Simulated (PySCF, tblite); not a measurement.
Isomers of C5H10FNSi. Computed with GFN2-xTB (tblite): harmonic, unscaled wavenumbers at the GFN2-xTB geometry, gas phase. This tight-binding method is rough: wavenumbers can miss measured ones by several per cent, in bad cases by 10 to 20. Modes of hydrogen on silicon can be 10 to 20 % off. One conformer each.

Electronic energies: PBE0/pcSseg-1 single points on the GFN2-xTB geometries (PySCF, gas phase).

| SMILES | electronic energy, lowest = 0 (kJ/mol) |
| --- | --- |
| FC[C@@]1(N[SiH3])[C@@H]2C[C@@H]21 | 327.0 |
| [H]/N=C\[C@@H](CF)[C@H]1C[SiH2]1 | 325.9 |
| [H]/N=C\C[SiH2]CC(=C)F | 228.4 |
| [H]/N=C1\CCC[C@@H]1[SiH2]F | 0.0 |
| N[SiH2][C@H]1CCC=C1F | 120.6 |
| C=NC[SiH2]CC(=C)F | 267.7 |

Task: How do GFN2-xTB zero-point energies change the relative energies?

Result: 
```json
{"SMILES": "[H]/N=C1\\CCC[C@@H]1[SiH2]F", "ZPE (kJ/mol)": "369.8", "of it from modes above 1550 cm⁻¹": "183.2", "electronic (kJ/mol)": "0.0", "with ZPE, lowest = 0 (kJ/mol)": "0.0", "lowest mode (cm⁻¹)": "32", "rings": "1"}
{"SMILES": "N[SiH2][C@H]1CCC=C1F", "ZPE (kJ/mol)": "364.9", "of it from modes above 1550 cm⁻¹": "186.2", "electronic (kJ/mol)": "120.6", "with ZPE, lowest = 0 (kJ/mol)": "115.7", "lowest mode (cm⁻¹)": "55", "rings": "1"}
{"SMILES": "[H]/N=C\\C[SiH2]CC(=C)F", "ZPE (kJ/mol)": "356.4", "of it from modes above 1550 cm⁻¹": "194.7", "electronic (kJ/mol)": "228.4", "with ZPE, lowest = 0 (kJ/mol)": "214.9", "lowest mode (cm⁻¹)": "33", "rings": "0"}
{"SMILES": "C=NC[SiH2]CC(=C)F", "ZPE (kJ/mol)": "352.5", "of it from modes above 1550 cm⁻¹": "191.5", "electronic (kJ/mol)": "267.7", "with ZPE, lowest = 0 (kJ/mol)": "250.4", "lowest mode (cm⁻¹)": "25", "rings": "0"}
{"SMILES": "[H]/N=C\\[C@@H](CF)[C@H]1C[SiH2]1", "ZPE (kJ/mol)": "361.2", "of it from modes above 1550 cm⁻¹": "184.0", "electronic (kJ/mol)": "325.9", "with ZPE, lowest = 0 (kJ/mol)": "317.3", "lowest mode (cm⁻¹)": "53", "rings": "1"}
{"SMILES": "FC[C@@]1(N[SiH3])[C@@H]2C[C@@H]21", "ZPE (kJ/mol)": "354.2", "of it from modes above 1550 cm⁻¹": "170.5", "electronic (kJ/mol)": "327.0", "with ZPE, lowest = 0 (kJ/mol)": "311.4", "lowest mode (cm⁻¹)": "46", "rings": "2"}
```

The zero-point energies span 17.3 kJ/mol, from `C=NC[SiH2]CC(=C)F` to `[H]/N=C1\CCC[C@@H]1[SiH2]F`. The lowest isomer stays, but the order above it changes.

Task: And how do the electronic energies of GFN2-xTB itself compare?

Result: `[H]/N=C1\CCC[C@@H]1[SiH2]F` 0.0; `N[SiH2][C@H]1CCC=C1F` 145.4; `[H]/N=C\C[SiH2]CC(=C)F` 323.5; `C=NC[SiH2]CC(=C)F` 330.7; `[H]/N=C\[C@@H](CF)[C@H]1C[SiH2]1` 376.9; `FC[C@@]1(N[SiH3])[C@@H]2C[C@@H]21` 278.7 kJ/mol, lowest = 0. Against the energies above, taken from the same isomer `[H]/N=C1\CCC[C@@H]1[SiH2]F`, the largest difference is 95.1 kJ/mol.

Task: What do entropy and thermal enthalpy add at 298.15 K and 1 bar (rigid rotor, harmonic oscillator, one conformer each)?

Result: 
```json
{"SMILES": "[H]/N=C1\\CCC[C@@H]1[SiH2]F", "point group": "C1", "symmetry number": "1", "S (J/(mol K))": "396.3", "H − H(0) (kJ/mol)": "26.17", "ZPE + H − H(0) − TS (kJ/mol)": "277.9"}
{"SMILES": "N[SiH2][C@H]1CCC=C1F", "point group": "C1", "symmetry number": "1", "S (J/(mol K))": "396.5", "H − H(0) (kJ/mol)": "27.36", "ZPE + H − H(0) − TS (kJ/mol)": "274.1"}
{"SMILES": "[H]/N=C\\C[SiH2]CC(=C)F", "point group": "C1", "symmetry number": "1", "S (J/(mol K))": "426.7", "H − H(0) (kJ/mol)": "29.97", "ZPE + H − H(0) − TS (kJ/mol)": "259.1"}
{"SMILES": "C=NC[SiH2]CC(=C)F", "point group": "C1", "symmetry number": "1", "S (J/(mol K))": "436.7", "H − H(0) (kJ/mol)": "30.42", "ZPE + H − H(0) − TS (kJ/mol)": "252.8"}
{"SMILES": "[H]/N=C\\[C@@H](CF)[C@H]1C[SiH2]1", "point group": "C1", "symmetry number": "1", "S (J/(mol K))": "411.0", "H − H(0) (kJ/mol)": "28.48", "ZPE + H − H(0) − TS (kJ/mol)": "267.2"}
{"SMILES": "FC[C@@]1(N[SiH3])[C@@H]2C[C@@H]21", "point group": "C1", "symmetry number": "1", "S (J/(mol K))": "403.1", "H − H(0) (kJ/mol)": "27.68", "ZPE + H − H(0) − TS (kJ/mol)": "261.7"}
```
